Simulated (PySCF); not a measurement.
Sn(H)2(Me)(OMe) (C2H8OSn), SMILES C[O][SnH2][CH3].

Geometry: B3LYP-D3(BJ)/def2-SVP. The structure was generated by enumeration; whether it is a known compound was not checked. The def2 effective core potentials stand for the cores of Sn; spin–orbit coupling is left out. The values are those of a single conformer.

Two levels are set side by side: PBE/def2-TZVP (PySCF) and HF/def2-TZVP (PySCF). Same geometry, gas phase. Differences are taken from unrounded values.

```csv
quantity,HF
orbital gap (eV),13.28
highest occupied level (eV),-10.89
lowest empty level (eV),2.39
dipole moment (D),2.25
mean polarisability (bohr³),63.6
```

Problem. What does PBE give, and how far is it from HF? (An estimate is asked for; the answer gives what the named calculation found.)

Solution. 
| quantity | PBE | PBE minus HF |
|---|---|---|
| orbital gap (eV) | 4.78 | -8.50 |
| highest occupied level (eV) | -5.72 | 5.17 |
| lowest empty level (eV) | -0.94 | -3.33 |
| dipole moment (D) | 1.93 | -0.33 |
| mean polarisability (bohr³) | 71.7 | 8.1 |

PBE's occupied levels lie high since its potential decays too fast outside the molecule; exact exchange lowers them and widens the gap. PBE's more diffuse valence density responds more strongly to a field. Differences between two approximate levels are no errors against the true value.

Rough cost on one machine, each run with all the roots and properties that it gave: HF against PBE about 1/4.
